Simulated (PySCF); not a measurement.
## Vibration and rotation of LiGe

UHF-CCSD(T) constants of LiGe, ⁴Σ⁻ (quartet), unpaired electrons σ ↑, π ↑↑ (basis Li cc-pVDZ, Ge cc-pVDZ-PP with ECP10; scalar-relativistic core potentials; PySCF 2.14; masses 7.0160 and 73.9212 u):

| Quantity | Value |
| --- | --- |
| ωe | 407.5 cm⁻¹ |
| ωexe | 2.62 cm⁻¹ |
| Be | 0.44572 cm⁻¹ |
| αe | 0.00417 cm⁻¹ |
| De to Li + Ge | 1.61 eV |

Problem. What force constant and bond length do these constants imply?

Solution. Reduced mass μred = 6.4078 u; k = 5.8918×10⁻⁷·μred·ωe² (u, cm⁻¹, mdyn/Å) = 0.627 mdyn/Å; Re = √(16.8576/(μred·Be)) (u, cm⁻¹, Å) = 2.429 Å.

Problem. Estimate the centrifugal constant D from the Kratzer relation and find the Dunham coefficient a1.

Solution. D = 4Be³/ωe² = 2.13e-06 cm⁻¹; a1 = −1 − αeωe/(6Be²) = -2.43.

Correlated steps freeze 4 core orbitals. Correlated levels converge slowly with the basis: in double zeta they bind strong bonds too weakly, by up to about 1 eV, and carry superposition errors of some tenths. Spin–orbit coupling is left out. The state was picked by a PBE0 search and need not be the measured ground state.
